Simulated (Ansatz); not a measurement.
Pd₂Au₄, relaxed as a singlet with RKS B3LYP-D4/def2-SVP in Ansatz, starting from the GFN2-xTB geometry. Force threshold 0.02 eV/Å.

In the def2 sets Au, Pd take a core potential; there is no spin–orbit coupling. The restricted singlet is unstable towards broken spin symmetry in Hartree–Fock (as tested in another run); at B3LYP-D4/def2-SVP this wasn't settled. The relaxation made no stability test and no search for a lower SCF solution. No other spin state of charge 0 was run. The structure comes from a short search, and lower isomers may exist.

Start:

```xyz
6

Pd   -2.432   -0.094   -0.292
Pd    0.145   -0.261    0.376
Au    2.708   -0.409    1.044
Au    1.804    1.000   -1.031
Au   -1.548   -1.505    1.761
Au   -0.677    1.270   -1.857
```

```csv
step,energy (eV),largest force component (eV/Å),SCF passes
1,-21744.1802,1.196,38
2,-21744.5263,0.464,44
3 (rejected),-21744.4233,0.902,44
4,-21744.5634,0.560,38
5,-21744.5916,0.403,42
6,-21744.6061,0.313,39
7,-21744.6133,0.099,40
8,-21744.6174,0.069,41
9,-21744.6498,0.288,50
10,-21744.6746,0.475,38
11,-21744.7606,0.188,35
12,-21744.8186,0.153,37
13,-21744.8844,0.138,37
14,-21744.9446,0.140,36
15,-21745.0132,0.175,35
16,-21745.0857,0.131,40
17,-21745.1237,0.164,40
18,-21745.1608,0.091,44
19,-21745.1757,0.182,37
20,-21745.2029,0.170,35
21,-21745.2593,0.188,36
22,-21745.3478,0.208,37
23,-21745.3758,0.307,37
24,-21745.3972,0.076,34
25,-21745.3979,0.060,35
26,-21745.3987,0.005,35
```

Force components are those of the run's own axes.

End:

```csv
atom,x (Å),y (Å),z (Å)
Pd1,-1.368,1.159,0.334
Pd2,0.435,-0.852,0.796
Au3,2.789,0.447,1.030
Au4,1.120,1.356,-0.885
Au5,-2.145,-1.588,0.471
Au6,-0.831,-0.522,-1.744
```

Bonds formed: Pd1–Au4, Au5–Au6 (atoms count from 1).

No frequencies were taken in this run, so the end may be a saddle point.

It took 2 min on 4 threads of Intel Xeon 6975P-C on a shared host, peak host memory 0.77 GiB.
